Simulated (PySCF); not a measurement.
How methods differ on the excitation energy of Tc²⁺

Tc²⁺ [Kr] 4d5 (6S) → Tc²⁺ [Kr] 4d4 5s1 (6D), as a difference of total energies. Calculation: PySCF 2.14, in ANO-RCC-VTZP (7s6p4d2f1g, 68 functions); the spin-free X2C one-electron Hamiltonian (Gaussian nucleus). Correlated levels: valence: [Kr] frozen; valence and next inner shell: [Ar] 3d10 frozen. The calculations carry no spin-orbit coupling.

```
                                method  excitation energy (cm⁻¹)
                                   UHF                     46578
                                   LDA                     43932
                                   PBE                     44785
                                  PBE0                     46606
                                r2SCAN                     46428
                                M06-2X                     46795
                                   M06                     48618
                                 B97-3                     46896
                         MP2 (valence)                     48030
                     SCS-MP2 (valence)                     47062
    MP2 (valence and next inner shell)                     47177
SCS-MP2 (valence and next inner shell)                     46825
```

A first-order spin-orbit estimate (lowest level to lowest level, LS coupling) adds -0.177 eV.

The basis was made for the ground configuration and has no added diffuse functions, so the excitation energy can come out too high.
